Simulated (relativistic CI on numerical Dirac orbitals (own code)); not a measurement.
# Cd⁴⁺: L2,3 absorption edge

Computed with this model: Dirac-Coulomb-Breit CI, separate exchange-only KLI orbitals for each configuration, QED by a radiative potential, valence Slater integrals scaled by 0.8, multiplet model of core-to-valence dipole absorption; configurations [Kr] 4d8 → [He] 2s2 2p5 3s2 3p6 3d10 4s2 4p6 4d9; 300 K; Lorentzian 0.96 eV and Gaussian 0.5 eV FWHM. Energies are those of the free ion, without screening or charge transfer. The branching ratio is the share of the lower-energy edge in the whole absorption, uncertain by about 0.02 where the edges overlap. S is read from ⟨S²⟩ = S(S + 1).

Field parameters in Wybourne normalisation: D3d B²₀ = −7Dσ, B⁴₀ = −14Dq − 21Dτ, B⁴₃ = −14√(10/7) Dq. The field is a parameter set, without covalency.

free ion: ground-state S = 0.99, centroid 3541.96 eV, branching ratio 0.954. Peaks (eV, height): 3533.3 (100).

D3d, 10Dq = 21850, Dσ = -1200, Dτ = 240 cm⁻¹: ground-state S = 1.00, centroid 3579.02 eV, branching ratio 0.768. Peaks (eV, height): 3534.7 (100), 3725.0 (31).

The statistical ratio of this edge is 2/3 = 0.667. Values above it arise where the holes sit mainly in the j = l + 1/2 valence subshell or the ground state has high spin; values below it where core-valence Coulomb terms move weight to the upper edge, as in nearly empty shells. At deep edges of heavy elements the radial integrals of the two core levels differ, which raises the baseline.

Strongest unbroadened transitions for free ion:

```
Energy (eV)  Relative strength
    3532.80               48.8
    3533.43              100.0
    3534.55                1.5
    3723.50                7.2
```
